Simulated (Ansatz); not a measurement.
**Question.** Name a neutral molecule of B, Br, C, Ga, N and H with LUMO energy (B3LYP/def2-TZVPP) between -2.85 and -2.55 eV and size of the dipole moment (PBE/def2-TZVPP) between 1.70 and 2.00 D (Ansatz, PBE0-D4/def2-TZVP geometry).

**Answer.** `C[N](C)[GaH][BH]Br` (-2.79 eV, 1.80 D). Other molecules can fit too; these were computed, each in one conformer that needn't be the lowest.

B3LYP here is the variant with VWN-RPA as its local correlation; programs differ in this.
